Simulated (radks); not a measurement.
The numbers below are computed, except where a source is named.
How relativity changes the ionisation of neutral indium ([Kr] 4d10 5s2 5p1) to In+ ([Kr] 4d10 5s2). Spin-unpolarised spherical Kohn-Sham, BLYP, point nucleus unless stated (finite: rms radius 4.6156 fm), a radial shooting solver on a logarithmic mesh with Libxc functionals. A level marked "c x" has the speed of light scaled by that factor and shares open shells by 2j + 1; other Dirac levels either fill j = l - 1/2 first or share by 2j + 1.

level                               E(In) (hartree)  E(In+) (hartree)  IE (eV)   HOMO  <r> HOMO (bohr)
non-rel.                                -5742.66572       -5742.46703    5.406     5p            3.765
scalar-rel.                             -5882.24971       -5882.05286    5.357     5p            3.759
scalar-rel., finite nucleus             -5882.10773       -5881.91088    5.357     5p            3.759
Dirac, 2j+1 shares                      -5883.82965       -5883.63241    5.367  5p3/2            3.822
Dirac, low j first                      -5883.83695       -5883.63241    5.566  5p1/2            3.650
Dirac, 2j+1 shares, finite nucleus      -5883.68728       -5883.49003    5.368  5p3/2            3.822
Dirac, c x 1.25                         -5830.89915       -5830.70142    5.380  5p3/2            3.800
Dirac, c x 3                            -5757.48445       -5757.28594    5.402  5p3/2            3.771
Dirac, c x 10                           -5743.99124       -5743.79257    5.406  5p3/2            3.765

NIST Atomic Spectra Database: 5.786 eV (measured). The relativistic part of the total energy of In is -141 hartree (Dirac, 2j+1 shares, finite nucleus), 2.5 % of the non-relativistic value. Spin polarisation and multiplet splitting of open shells are left out at every level.

Beside tabulated values, note that relativity, absent from the non-relativistic runs, is large for the heavy elements, and spin-unpolarised runs miss the spin-polarisation part of the exchange energy of open shells.
